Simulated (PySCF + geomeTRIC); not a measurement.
Calculation: TPSS-D3(BJ)/def2-SVP (PySCF + geomeTRIC). fastk is a local helper that only speeds up exchange builds. No frequencies were computed at this level.

```python
import json, numpy as np
from pyscf import gto, dft
from fastk import lowrank_exchange
atoms = """
Hf     0.055813     0.169197    -0.034934
O     -1.639291    -0.306287     0.537298
H     -2.209732    -1.071052     0.439810
O      0.462624    -0.620009    -1.659394
H     -0.036137    -0.891019    -2.431668
Br     1.657998    -0.382169     1.732385
Br     0.348193     2.589824    -0.258252
"""
def scf(charge, spin, dm0=None):
    mol = gto.M(atom=atoms, basis='def2-svp', ecp={'Hf': 'def2-svp'}, charge=charge, spin=spin, verbose=3, max_memory=10080)
    mf = dft.KS(mol, xc='tpss').density_fit(auxbasis="def2-universal-jkfit")
    mf.disp = 'd3bj'
    mf.grids.level = 3
    mf.conv_tol = 1e-8
    mf.max_cycle = 120
    mf.level_shift = 0.25
    mf.kernel(dm0)
    if not mf.converged:
        mf = mf.newton().run(mf.mo_coeff, mf.mo_occ).undo_soscf()
    return mf
mf = scf(0, 0)
from pyscf.geomopt.geometric_solver import kernel as optimize
path = []
done, mol = optimize(mf, maxsteps=120, assert_convergence=False, callback=lambda env: path.append((env["energy"], bool(env["g_scanner"].converged))))
res = dict(converged=bool(done and path[-1][1]), energy=path[-1][0], path=[e for e, c in path], xyz=mol.atom_coords(unit="Angstrom").tolist(), nao=mol.nao)
json.dump(res, open("result.json", "w"))
```

Output:

```
[...]
Geometry optimization cycle 66
converged SCF energy = -5347.39146752743
cycle 66: E = -5347.39146753  dE = 3.05162e-07  norm(grad) = 0.000789093
Geometry optimization cycle 67
converged SCF energy = -5347.391467189
cycle 67: E = -5347.39146719  dE = 3.38436e-07  norm(grad) = 0.000789043
Geometry optimization cycle 68
converged SCF energy = -5347.39146670866
cycle 68: E = -5347.39146671  dE = 4.80337e-07  norm(grad) = 0.000789342
Geometry optimization cycle 69
converged SCF energy = -5347.39146614475
cycle 69: E = -5347.39146614  dE = 5.63913e-07  norm(grad) = 0.000782985
Geometry optimization cycle 70
converged SCF energy = -5347.39146551783
cycle 70: E = -5347.39146552  dE = 6.26918e-07  norm(grad) = 0.000779543
Geometry optimization cycle 71
converged SCF energy = -5347.39146490136
cycle 71: E = -5347.3914649  dE = 6.16472e-07  norm(grad) = 0.000775073
Geometry optimization cycle 72
converged SCF energy = -5347.39146433785
cycle 72: E = -5347.39146434  dE = 5.63502e-07  norm(grad) = 0.000771995
Geometry optimization cycle 73
converged SCF energy = -5347.39146377953
cycle 73: E = -5347.39146378  dE = 5.5833e-07  norm(grad) = 0.000767295
<class 'geometric.internal.Distance'> : 6
<class 'geometric.internal.Angle'> : 8
<class 'geometric.internal.Dihedral'> : 6
<class 'geometric.internal.TranslationX'> : 1
<class 'geometric.internal.TranslationY'> : 1
<class 'geometric.internal.TranslationZ'> : 1
<class 'geometric.internal.RotationA'> : 1
<class 'geometric.internal.RotationB'> : 1
<class 'geometric.internal.RotationC'> : 1
Step    0 : Gradient = 3.535e-02/5.301e-02 (rms/max) Energy = -5347.3713154222
Step    1 : Displace = 1.027e-01/1.306e-01 (rms/max) Trust = 1.000e-01 (=) Grad = 9.511e-03/1.613e-02 (rms/max) E (change) = -5347.3854147384 (-1.410e-02) Quality = 0.635
Step    2 : Displace = 3.520e-02/5.337e-02 (rms/max) Trust = 1.000e-01 (=) Grad = 4.714e-03/7.597e-03 (rms/max) E (change) = -5347.3870964042 (-1.682e-03) Quality = 1.597
Step    3 : Displace = 9.334e-02/1.323e-01 (rms/max) Trust = 1.414e-01 (+) Grad = 6.004e-03/9.249e-03 (rms/max) E (change) = -5347.3890917896 (-1.995e-03) Quality = 1.206
Step    4 : Displace = 5.368e-02/8.053e-02 (rms/max) Trust = 2.000e-01 (+) Grad = 4.150e-03/6.305e-03 (rms/max) E (change) = -5347.3897988413 (-7.071e-04) Quality = 1.498
Step    5 : Displace = 7.436e-02/1.265e-01 (rms/max) Trust = 2.828e-01 (+) Grad = 1.706e-03/2.218e-03 (rms/max) E (change) = -5347.3905309566 (-7.321e-04) Quality = 1.355
Step    6 : Displace = 5.646e-02/9.790e-02 (rms/max) Trust = 3.000e-01 (+) Grad = 2.309e-03/3.512e-03 (rms/max) E (change) = -5347.3909943068 (-4.634e-04) Quality = 1.524
Step    7 : Displace = 5.554e-02/8.606e-02 (rms/max) Trust = 3.000e-01 (=) Grad = 1.739e-03/2.495e-03 (rms/max) E (change) = -5347.3913544877 (-3.602e-04) Quality = 1.296
Step    8 : Displace = 1.939e-02/3.057e-02 (rms/max) Trust = 3.000e-01 (=) Grad = 7.714e-04/1.125e-03 (rms/max) E (change) = -5347.3914367696 (-8.228e-05) Quality = 1.216
Step    9 : Displace = 1.087e-02/1.487e-02 (rms/max) Trust = 3.000e-01 (=) Grad = 2.922e-04/4.280e-04 (rms/max) E (change) = -5347.3914544270 (-1.766e-05) Quality = 1.025
Step   10 : Displace = 6.333e-03/9.416e-03 (rms/max) Trust = 3.000e-01 (=) Grad = 3.712e-04/5.542e-04 (rms/max) E (change) = -5347.3914575809 (-3.154e-06) Quality = 0.663
Step   11 : Displace = 3.515e-03/4.476e-03 (rms/max) Trust = 3.000e-01 (=) Grad = 3.937e-04/6.280e-04 (rms/max) E (change) = -5347.3914580431 (-4.622e-07) Quality = 0.187
Step   12 : Displace = 1.804e-03/2.646e-03 (rms/max) Trust = 1.758e-03 (-) Grad = 3.910e-04/6.224e-04 (rms/max) E (change) = -5347.3914583784 (-3.353e-07) Quality = 0.149
Step   13 : Displace = 8.728e-04/1.257e-03 (rms/max) Trust = 8.788e-04 (-) Grad = 3.909e-04/6.061e-04 (rms/max) E (change) = -5347.3914590149 (-6.365e-07) Quality = 0.786
Step   14 : Displace = 1.258e-03/1.827e-03 (rms/max) Trust = 1.243e-03 (+) Grad = 3.850e-04/5.897e-04 (rms/max) E (change) = -5347.3914596465 (-6.316e-07) Quality = 0.446
Step   15 : Displace = 1.281e-03/1.975e-03 (rms/max) Trust = 1.243e-03 (=) Grad = 3.846e-04/5.812e-04 (rms/max) E (change) = -5347.3914601451 (-4.986e-07) Quality = 0.169
Step   16 : Displace = 6.210e-04/9.370e-04 (rms/max) Trust = 6.214e-04 (-) Grad = 3.701e-04/5.631e-04 (rms/max) E (change) = -5347.3914604359 (-2.908e-07) Quality = 0.101
Step   17 : Displace = 3.579e-04/4.808e-04 (rms/max) Trust = 3.105e-04 (-) Grad = 3.567e-04/5.494e-04 (rms/max) E (change) = -5347.3914604971 (-6.125e-08) Quality = 0.114
Step   18 : Displace = 1.556e-04/2.114e-04 (rms/max) Trust = 1.553e-04 (-) Grad = 3.562e-04/5.501e-04 (rms/max) E (change) = -5347.3914604947 (+2.471e-09) Quality = -0.043
Step   19 : Displace = 1.010e-04/1.373e-04 (rms/max) Trust = 1.000e-04 (-) Grad = 3.564e-04/5.512e-04 (rms/max) E (change) = -5347.3914604947 (-5.730e-11) Quality = 0.002
Step   20 : Displace = 1.012e-04/1.424e-04 (rms/max) Trust = 1.000e-04 (=) Grad = 3.581e-04/5.525e-04 (rms/max) E (change) = -5347.3914604943 (+4.111e-10) Quality = -0.012
Step   21 : Displace = 1.014e-04/1.378e-04 (rms/max) Trust = 1.000e-04 (=) Grad = 3.583e-04/5.536e-04 (rms/max) E (change) = -5347.3914605004 (-6.109e-09) Quality = 0.191
Step   22 : Displace = 1.018e-04/1.457e-04 (rms/max) Trust = 1.000e-04 (=) Grad = 3.597e-04/5.549e-04 (rms/max) E (change) = -5347.3914605018 (-1.437e-09) Quality = 0.047
Step   23 : Displace = 1.019e-04/1.448e-04 (rms/max) Trust = 1.000e-04 (=) Grad = 3.603e-04/5.560e-04 (rms/max) E (change) = -5347.3914605004 (+1.430e-09) Quality = -0.048
Step   24 : Displace = 1.018e-04/1.495e-04 (rms/max) Trust = 1.000e-04 (=) Grad = 3.618e-04/5.571e-04 (rms/max) E (change) = -5347.3914605093 (-8.927e-09) Quality = 0.299
Step   25 : Displace = 1.019e-04/1.485e-04 (rms/max) Trust = 1.000e-04 (=) Grad = 3.627e-04/5.580e-04 (rms/max) E (change) = -5347.3914605127 (-3.305e-09) Quality = 0.111
Step   26 : Displace = 1.014e-04/1.503e-04 (rms/max) Trust = 1.000e-04 (=) Grad = 3.641e-04/5.589e-04 (rms/max) E (change) = -5347.3914605184 (-5.717e-09) Quality = 0.187
Step   27 : Displace = 1.010e-04/1.484e-04 (rms/max) Trust = 1.000e-04 (=) Grad = 3.647e-04/5.594e-04 (rms/max) E (change) = -5347.3914605245 (-6.115e-09) Quality = 0.191
Step   28 : Displace = 9.941e-05/1.478e-04 (rms/max) Trust = 1.000e-04 (=) Grad = 3.660e-04/5.599e-04 (rms/max) E (change) = -5347.3914605447 (-2.026e-08) Quality = 0.585
Step   29 : Displace = 9.808e-05/1.418e-04 (rms/max) Trust = 1.000e-04 (=) Grad = 3.667e-04/5.621e-04 (rms/max) E (change) = -5347.3914605654 (-2.070e-08) Quality = 0.538
Step   30 : Displace = 9.939e-05/1.409e-04 (rms/max) Trust = 1.000e-04 (=) Grad = 3.678e-04/5.660e-04 (rms/max) E (change) = -5347.3914605970 (-3.154e-08) Quality = 0.694
Step   31 : Displace = 9.479e-05/1.334e-04 (rms/max) Trust = 1.000e-04 (=) Grad = 3.680e-04/5.692e-04 (rms/max) E (change) = -5347.3914606374 (-4.042e-08) Quality = 0.783
Step   32 : Displace = 1.418e-04/2.058e-04 (rms/max) Trust = 1.414e-04 (+) Grad = 3.691e-04/5.737e-04 (rms/max) E (change) = -5347.3914607271 (-8.972e-08) Quality = 0.976
Step   33 : Displace = 1.846e-04/2.611e-04 (rms/max) Trust = 2.000e-04 (+) Grad = 3.696e-04/5.785e-04 (rms/max) E (change) = -5347.3914608705 (-1.434e-07) Quality = 0.985
Step   34 : Displace = 2.966e-04/4.741e-04 (rms/max) Trust = 2.828e-04 (+) Grad = 3.709e-04/5.843e-04 (rms/max) E (change) = -5347.3914611375 (-2.670e-07) Quality = 1.029
Step   35 : Displace = 4.056e-04/6.229e-04 (rms/max) Trust = 4.000e-04 (+) Grad = 3.691e-04/5.889e-04 (rms/max) E (change) = -5347.3914615268 (-3.893e-07) Quality = 1.019
Step   36 : Displace = 5.416e-04/8.874e-04 (rms/max) Trust = 5.657e-04 (+) Grad = 3.675e-04/5.873e-04 (rms/max) E (change) = -5347.3914622260 (-6.993e-07) Quality = 1.026
Step   37 : Displace = 8.098e-04/1.109e-03 (rms/max) Trust = 8.000e-04 (+) Grad = 3.636e-04/5.770e-04 (rms/max) E (change) = -5347.3914634947 (-1.269e-06) Quality = 0.997
Step   38 : Displace = 1.026e-03/1.382e-03 (rms/max) Trust = 1.131e-03 (+) Grad = 3.547e-04/5.519e-04 (rms/max) E (change) = -5347.3914651084 (-1.614e-06) Quality = 0.867
Step   39 : Displace = 1.490e-03/2.296e-03 (rms/max) Trust = 1.600e-03 (+) Grad = 3.407e-04/5.295e-04 (rms/max) E (change) = -5347.3914669276 (-1.819e-06) Quality = 0.634
Step   40 : Displace = 1.462e-03/2.391e-03 (rms/max) Trust = 1.600e-03 (=) Grad = 3.276e-04/5.231e-04 (rms/max) E (change) = -5347.3914679221 (-9.945e-07) Quality = 0.328
Step   41 : Displace = 1.630e-03/2.754e-03 (rms/max) Trust = 1.600e-03 (=) Grad = 3.133e-04/5.132e-04 (rms/max) E (change) = -5347.3914679779 (-5.580e-08) Quality = 0.014
Step   42 : Displace = 8.431e-04/1.535e-03 (rms/max) Trust = 8.000e-04 (-) Grad = 3.035e-04/5.025e-04 (rms/max) E (change) = -5347.3914676218 (+3.561e-07) Quality = -0.123
Step   43 : Displace = 5.227e-04/7.138e-04 (rms/max) Trust = 4.000e-04 (-) Grad = 3.030e-04/4.959e-04 (rms/max) E (change) = -5347.3914679552 (-3.333e-07) Quality = 0.879
Step   44 : Displace = 5.813e-04/7.809e-04 (rms/max) Trust = 5.657e-04 (+) Grad = 3.037e-04/4.876e-04 (rms/max) E (change) = -5347.3914681967 (-2.416e-07) Quality = 0.566
Step   45 : Displace = 5.790e-04/7.419e-04 (rms/max) Trust = 5.657e-04 (=) Grad = 3.037e-04/4.795e-04 (rms/max) E (change) = -5347.3914684227 (-2.260e-07) Quality = 0.533
Step   46 : Displace = 5.724e-04/7.586e-04 (rms/max) Trust = 5.657e-04 (=) Grad = 3.030e-04/4.718e-04 (rms/max) E (change) = -5347.3914686257 (-2.029e-07) Quality = 0.484
Step   47 : Displace = 5.751e-04/7.603e-04 (rms/max) Trust = 5.657e-04 (=) Grad = 3.014e-04/4.644e-04 (rms/max) E (change) = -5347.3914687845 (-1.589e-07) Quality = 0.377
Step   48 : Displace = 5.674e-04/7.526e-04 (rms/max) Trust = 5.657e-04 (=) Grad = 3.005e-04/4.642e-04 (rms/max) E (change) = -5347.3914688827 (-9.820e-08) Quality = 0.227
Step   49 : Displace = 2.255e-04/2.904e-04 (rms/max) Trust = 2.828e-04 (-) Grad = 2.994e-04/4.638e-04 (rms/max) E (change) = -5347.3914689080 (-2.529e-08) Quality = 0.143
Step   50 : Displace = 1.367e-04/1.739e-04 (rms/max) Trust = 1.128e-04 (-) Grad = 2.993e-04/4.632e-04 (rms/max) E (change) = -5347.3914689047 (+3.284e-09) Quality = -0.030
Step   51 : Displace = 1.024e-04/1.361e-04 (rms/max) Trust = 1.000e-04 (-) Grad = 2.990e-04/4.631e-04 (rms/max) E (change) = -5347.3914689201 (-1.539e-08) Quality = 0.203
Step   52 : Displace = 1.134e-04/1.525e-04 (rms/max) Trust = 1.000e-04 (=) Grad = 2.985e-04/4.633e-04 (rms/max) E (change) = -5347.3914689152 (+4.943e-09) Quality = -0.054
Step   53 : Displace = 1.171e-04/1.478e-04 (rms/max) Trust = 1.000e-04 (=) Grad = 2.980e-04/4.636e-04 (rms/max) E (change) = -5347.3914689012 (+1.395e-08) Quality = -0.138
Step   54 : Displace = 1.171e-04/1.573e-04 (rms/max) Trust = 1.000e-04 (=) Grad = 2.982e-04/4.634e-04 (rms/max) E (change) = -5347.3914688833 (+1.792e-08) Quality = -0.167
Step   55 : Displace = 1.187e-04/1.567e-04 (rms/max) Trust = 1.000e-04 (=) Grad = 2.984e-04/4.633e-04 (rms/max) E (change) = -5347.3914688351 (+4.824e-08) Quality = -0.383
Step   56 : Displace = 1.059e-04/1.400e-04 (rms/max) Trust = 1.000e-04 (=) Grad = 2.976e-04/4.636e-04 (rms/max) E (change) = -5347.3914688139 (+2.112e-08) Quality = -0.200
Step   57 : Displace = 1.194e-04/1.572e-04 (rms/max) Trust = 1.000e-04 (=) Grad = 2.973e-04/4.639e-04 (rms/max) E (change) = -5347.3914687559 (+5.801e-08) Quality = -0.382
Step   58 : Displace = 1.110e-04/1.458e-04 (rms/max) Trust = 1.000e-04 (=) Grad = 2.969e-04/4.638e-04 (rms/max) E (change) = -5347.3914686886 (+6.730e-08) Quality = -0.448
Step   59 : Displace = 1.075e-04/1.454e-04 (rms/max) Trust = 1.000e-04 (=) Grad = 2.965e-04/4.638e-04 (rms/max) E (change) = -5347.3914686084 (+8.020e-08) Quality = -0.512
Step   60 : Displace = 1.067e-04/1.475e-04 (rms/max) Trust = 1.000e-04 (=) Grad = 2.961e-04/4.636e-04 (rms/max) E (change) = -5347.3914685083 (+1.001e-07) Quality = -0.535
Step   61 : Displace = 1.041e-04/1.510e-04 (rms/max) Trust = 1.000e-04 (=) Grad = 2.956e-04/4.635e-04 (rms/max) E (change) = -5347.3914683790 (+1.293e-07) Quality = -0.592
Step   62 : Displace = 1.015e-04/1.453e-04 (rms/max) Trust = 1.000e-04 (=) Grad = 2.949e-04/4.630e-04 (rms/max) E (change) = -5347.3914682294 (+1.496e-07) Quality = -0.615
Step   63 : Displace = 9.995e-05/1.470e-04 (rms/max) Trust = 1.000e-04 (=) Grad = 2.945e-04/4.626e-04 (rms/max) E (change) = -5347.3914680458 (+1.836e-07) Quality = -0.659
Step   64 : Displace = 9.943e-05/1.465e-04 (rms/max) Trust = 1.000e-04 (=) Grad = 2.935e-04/4.618e-04 (rms/max) E (change) = -5347.3914678326 (+2.132e-07) Quality = -0.672
Step   65 : Displace = 1.091e-04/1.637e-04 (rms/max) Trust = 1.000e-04 (=) Grad = 2.925e-04/4.606e-04 (rms/max) E (change) = -5347.3914675274 (+3.052e-07) Quality = -0.735
Step   66 : Displace = 1.018e-04/1.588e-04 (rms/max) Trust = 1.000e-04 (=) Grad = 2.917e-04/4.597e-04 (rms/max) E (change) = -5347.3914671890 (+3.384e-07) Quality = -0.747
Step   67 : Displace = 1.039e-04/1.623e-04 (rms/max) Trust = 1.000e-04 (=) Grad = 2.912e-04/4.587e-04 (rms/max) E (change) = -5347.3914667087 (+4.803e-07) Quality = -0.807
Step   68 : Displace = 1.019e-04/1.556e-04 (rms/max) Trust = 1.000e-04 (=) Grad = 2.891e-04/4.568e-04 (rms/max) E (change) = -5347.3914661447 (+5.639e-07) Quality = -0.845
Step   69 : Displace = 9.817e-05/1.417e-04 (rms/max) Trust = 1.000e-04 (=) Grad = 2.877e-04/4.547e-04 (rms/max) E (change) = -5347.3914655178 (+6.269e-07) Quality = -0.917
Step   70 : Displace = 1.098e-04/1.688e-04 (rms/max) Trust = 1.000e-04 (=) Grad = 2.861e-04/4.524e-04 (rms/max) E (change) = -5347.3914649014 (+6.165e-07) Quality = -0.963
Step   71 : Displace = 1.030e-04/1.595e-04 (rms/max) Trust = 1.000e-04 (=) Grad = 2.850e-04/4.503e-04 (rms/max) E (change) = -5347.3914643379 (+5.635e-07) Quality = -1.006
Step   72 : Displace = 1.029e-04/1.594e-04 (rms/max) Trust = 1.000e-04 (=) Grad = 2.833e-04/4.483e-04 (rms/max) E (change) = -5347.3914637795 (+5.583e-07) Quality = -1.050
Converged! =D
```

Cost: roughly 27 core-minutes.
